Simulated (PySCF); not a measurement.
**PmC: energy against distance**

Set-up: PySCF, spin-free X2C with a Gaussian nucleus, basis sets Pm x2c-SVPall, C x2c-SVPall. Energies in eV from Pm (4f5 6s2) + C in their ground configurations at the same level. All curves are PBE0. state 1: Ms = 1.5 determinant of mixed spin, about 5.0 electrons in the 4f shell (Mulliken), real f orbitals that mix terms; state 2: sextet, about 4.7 electrons in the 4f shell (Mulliken), real f orbitals that mix terms, a second solution, started from another occupation; state 3: octet, about 4.8 electrons in the 4f shell (Mulliken), real f orbitals that mix terms, a second solution, started from another occupation.

```json
{"R (Å)": "2.048", "state 1": "-2.477", "state 2": "-2.313", "state 3": "-2.612"}
{"R (Å)": "2.143", "state 1": "-2.588", "state 2": "-2.209", "state 3": "-2.539"}
{"R (Å)": "2.238", "state 1": "-2.676", "state 2": "-2.021", "state 3": "-2.360"}
{"R (Å)": "2.310", "state 1": "-2.724", "state 2": "-1.844", "state 3": "-2.178"}
{"R (Å)": "2.381", "state 1": "-2.744", "state 2": "-1.652", "state 3": "-1.968"}
{"R (Å)": "2.452", "state 1": "-2.733", "state 2": "-1.454", "state 3": "-1.739"}
{"R (Å)": "2.548", "state 1": "-2.675", "state 2": "-1.199", "state 3": "-1.418"}
{"R (Å)": "2.667", "state 1": "-2.550", "state 2": "-0.908", "state 3": "-1.022"}
{"R (Å)": "2.810", "state 1": "-2.348", "state 2": "-0.602", "state 3": "-0.613"}
{"R (Å)": "3.000", "state 1": "-2.039", "state 2": "-0.259", "state 3": "-0.175"}
```

Q: Put a parabola through the three lowest points of the state 1 curve and estimate Re, k and ωe (reduced mass 11.08 u; 1 eV/Å² = 0.16022 mdyn/Å; ωe = 1302.8·√(k/μ) cm⁻¹).

A: Through R = 2.31, 2.381, 2.452 Å the second-order coefficient is 3.07 eV/Å², so Re ≈ 2.391 Å, k ≈ 0.985 mdyn/Å and ωe ≈ 388 cm⁻¹. A polynomial fit of higher order to the unrounded PBE0 energies gives Re = 2.394 Å, k = 0.973 mdyn/Å, ωe = 386 cm⁻¹; anharmonicity and rounding make the difference.

The higher-order fit for each curve: state 1: Re = 2.394 Å, ωe = 386 cm⁻¹, De = 2.74 eV. State 2 gave no clean fit. State 3 gave no clean fit.

⟨S²⟩ of the unrestricted solution departs from its pure value on part of the curve, where spin states mix. Spin–orbit coupling is left out, which matters for elements this heavy, above all for dissociation energies. The state is the lowest single determinant that the PBE0 search found; with open d or f shells the true ground state can be another one.
